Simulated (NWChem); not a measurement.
Molecule: SnNH$_{4}$Br; SMILES [NH2][SnH2][Br]

```xyz
7

Sn     0.2950     0.8071    -0.0349
N     -1.6032     1.5469    -0.0684
Br    -0.0409    -1.6681    -0.0073
H      1.0675     1.2293    -1.4971
H      1.2234     1.1638     1.3654
H     -2.2052     1.0786     0.6077
H     -1.6514     2.5479     0.1184
```
Atoms are numbered in this order, from 1.

This is a stationary point of PBE0/def2-SVP with def2 effective core potentials on Sn (NWChem), point group C1. This build's default masses of Se (78.918 u) and Br (79.917 u) are each other's, which moves their modes by up to 0.6 %. def2 effective core potentials on Sn; no spin-orbit coupling.

Task: Is it a minimum? If not, what does it relax to?

Result: No. It has an imaginary frequency of 99i cm⁻¹. Following that mode (on a finer grid) lowers the energy by 2.9 kcal/mol and ends, with real frequencies alone, at point group Cs:
```xyz
7

Sn     0.3121     0.8478     0.0435
N     -1.4043     1.9132     0.2084
Br    -0.1252    -1.6142    -0.2709
H      1.1246     1.3711    -1.3618
H      1.1680     0.9964     1.5112
H     -1.9732     1.6518     1.0118
H     -1.9977     1.8645    -0.6180
```
